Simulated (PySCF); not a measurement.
Isomers of C6H12OSi. Theory: PBE0-D3(BJ)/def2-SVP geometry optimisation, gas phase in PySCF. One conformer each; no zero-point energy, no entropy. No frequencies were run at this level. Point groups hold within 0.08 Å.

Task: Order them by energy at this level, lowest first, and give relative energies in kJ/mol.
A. `[O:1]=[CH:2][C@@H:3]1[CH2:4][CH2:5][CH2:6][SiH2:7][CH2:8]1` with O1–C2–C3–C4 -116°, C2–C3–C4–C5 174°, C3–C4–C5–C6 65°, C4–C5–C6–Si7 -56°, C5–C6–Si7–C8 45°
B. `[CH2:1]=[C:2]([CH3:3])[Si@H:4]1[CH2:5][CH2:6][CH2:7][O:8]1` with C1–C2–Si4–C5 -104°, C2–Si4–C5–C6 95°, Si4–C5–C6–C7 36°, C5–C6–C7–O8 -42°, C6–C7–O8–Si4 25°
C. `[SiH3:1][O:2][C@:3]12[CH2:4][CH2:5][C@H:6]1[CH2:7][CH2:8]2` with Si1–O2–C3–C4 -72°

Result: B (0.0), A (38.1), C (126.3).

As drawn, the lowest has an Si–C bond and a C=C bond outside aromatic rings, which the highest lacks; the highest has a four-membered ring, which the lowest lacks.

```csv
SMILES,E (Eh),E rel (kJ/mol),dipole (D),point group,"A, B, C (MHz)"
C=C(C)[Si@H]1CCCO1,-599.81024,0.0,1.71,C1,"3085, 1199, 1059"
O=C[C@@H]1CCC[SiH2]C1,-599.79573,38.1,2.81,C1,"3059, 1095, 869.7"
[SiH3]O[C@]12CC[C@H]1CC2,-599.76214,126.3,0.89,–,"3348, 1203, 1038"
```
